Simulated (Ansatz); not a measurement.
Basis-set extrapolation for BFH4OSi, SMILES `FBO[SiH3]` (PBE0-D4/def2-TZVP geometry, frozen core, the Gaussian-basis code of Ansatz). Multiplicity 1, RHF reference.

```csv
,def2-TZVPP,def2-QZVPP
HF,-490.505091,-490.524221
MP2 correlation,-0.703879,-0.763196
CCSD(T) correlation,-0.756227,not run
```

Energies in hartree. Use E(X) = E(∞) + A·exp(−7.88·√X) for Hartree–Fock and E(X) = E(∞) + B·X^(−2.97) for correlation, with X = 3 and 4, and add CCSD(T) minus MP2 of the smaller set to the MP2 limit.

Task: What is the CCSD(T) energy at the basis-set limit?

Result: HF limit: -490.524221 + (-0.019130) × 0.13774 = -490.52686. MP2 limit: -0.763196 + (-0.059317) × 0.74074 = -0.80713. Higher-order term: -0.756227 − (-0.703879) = -0.05235. Total: -491.38634 hartree, 78.5 kcal/mol below CCSD(T)/def2-TZVPP.
